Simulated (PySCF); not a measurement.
**Electron correlation in Ca (calcium, neutral)**

Starting occupation: [Ar] 4p2, 4p3/2 with m_j = +1/2, +3/2. All numbers are calculated (PySCF 2.14, X2C-1e with screened-nucleus spin-orbit coupling, Gaussian nucleus, in x2c-SVPall-2c with one added diffuse shell of s type (6s5p2d, 31 functions)). Frozen: [Ne]; 10 electrons correlated; the 6 highest virtual spinors left out.

MP2 pair energies summed by pair of shells (mhartree):

```
 pair  energy  share (%)
3p-3p  -94.84       79.9
3p-4p  -13.37       11.3
4p-4p   -4.47        3.8
3s-3s   -3.10        2.6
3p-3s   -2.57        2.2
3s-4p   -0.29        0.2
```

Total MP2 correlation energy: -118.65 mhartree.

The GHF reference relaxed away from the jj start to a determinant that is no pure jj level (⟨S²⟩ = 2.00, ⟨J²⟩ = 6.00); the energies belong to that determinant.

This basis was not built for core-valence correlation, so the inner-shell part is incomplete.
